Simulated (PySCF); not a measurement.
**PPb: input and log**

State: ²Σ⁺ (doublet), unpaired electrons σ ↑, a second solution, started from another occupation.

An equivalent input (the run itself took its basis sets from the Basis Set Exchange, started from a PBE0 density and held the occupation σ 9α 8β, πx 4α 4β, πy 4α 4β, δx 1α 1β, δy 1α 1β):

```python
from pyscf import gto, dft
mol = gto.M(atom='P 0 0 0; Pb 0 0 2.446', basis={'P': 'def2-SVPD', 'Pb': 'def2-SVPD'}, ecp={'Pb': 'def2-SVPD'},
            charge=0, spin=1, verbose=4, symmetry='C2v')
mf = dft.UKS(mol, xc='PBE0')
mf.grids.atom_grid = (80, 434)
mf.grids.prune = dft.gen_grid.treutler_prune
mf.irrep_nelec = {'A1': (10, 9), 'A2': (1, 1), 'B1': (4, 4), 'B2': (4, 4)}
mf.conv_tol = 1e-9
mf.max_cycle = 60
mf.diis_space = 10
mf.kernel()
```

The log (some set-up lines and the per-cycle HOMO/LUMO lines removed):

```
******** <class 'pyscf.dft.uks_symm.SymAdaptedUKS'> ********
method = SymAdaptedUKS
damping factor = 0
level_shift factor = 0
DIIS = <class 'pyscf.scf.diis.CDIIS'>
diis_start_cycle = 1
diis_space = 10
diis_damp = 0
SCF conv_tol = 1e-09
SCF conv_tol_grad = None
SCF max_cycles = 60
number electrons alpha = 19  beta = 18
Set gradient conv threshold to 3.16228e-05
init E= -533.933662213385
cycle= 1 E= -533.92906585225  delta_E= 0.0046  |g|= 0.00498  |ddm|= 0.0135
cycle= 2 E= -533.928904472319  delta_E= 0.000161  |g|= 0.014  |ddm|= 0.0263
cycle= 3 E= -533.929087634094  delta_E= -0.000183  |g|= 0.00237  |ddm|= 0.0204
cycle= 4 E= -533.929092933114  delta_E= -5.3e-06  |g|= 0.000374  |ddm|= 0.00365
cycle= 5 E= -533.929093922842  delta_E= -9.9e-07  |g|= 0.000288  |ddm|= 0.00203
cycle= 6 E= -533.929095594499  delta_E= -1.67e-06  |g|= 0.000236  |ddm|= 0.00412
cycle= 7 E= -533.929097857201  delta_E= -2.26e-06  |g|= 0.00012  |ddm|= 0.00843
cycle= 8 E= -533.929098579663  delta_E= -7.22e-07  |g|= 1.95e-05  |ddm|= 0.00738
cycle= 9 E= -533.929098588855  delta_E= -9.19e-09  |g|= 5.6e-06  |ddm|= 0.000848
cycle= 10 E= -533.929098588935  delta_E= -7.98e-11  |g|= 1.1e-06  |ddm|= 6.75e-05
Extra cycle  E= -533.929098588931  delta_E= 4.32e-12  |g|= 2.47e-06  |ddm|= 4.91e-06
converged SCF energy = -533.929098588931  <S^2> = 0.82954394  2S+1 = 2.0780221
```

A point of this curve took 0.96 CPU seconds beside 0.14 for the integrals, on Arm Neoverse V2 (shared host).

These are scalar-relativistic numbers at best; spin–orbit coupling would shift them, the dissociation energy most.
